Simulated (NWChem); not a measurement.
System: SiSH cation, singlet; SMILES [SH+]=[Si]

Input file for NWChem:

```
start job
memory heap 200 mb stack 900 mb global 1100 mb
charge 1
geometry units angstroms
  Si    -0.035020    -1.096126     0.000000
  S      0.106931     0.964392     0.000000
  H     -1.259293     1.042319     0.000000
end
basis spherical
  Si library def2-tzvp
  S library def2-tzvp
  H library def2-tzvp
end
dft
  xc b3lyp
  iterations 150
end
driver
  maxiter 120
end
task dft optimize
task dft freq
```

Low-valent species are run as closed-shell singlets; no triplet was tried in these runs.

The level has its own optimisation; frequencies are unscaled.

**Question.** Give the results of this calculation. (B3LYP/def2-TZVP.) Quantities: r S–Si (Å); r H–S (Å); highest harmonic frequency (cm⁻¹); lowest (cm⁻¹); zero-point energy (kcal/mol).

**Answer.** The r S–Si (Å) is 2.065. The r H–S (Å) comes out as 1.363 and the highest harmonic frequency (cm⁻¹) is 2546. The lowest (cm⁻¹) comes out as 508 and the zero-point energy (kcal/mol) comes out as 5.2.
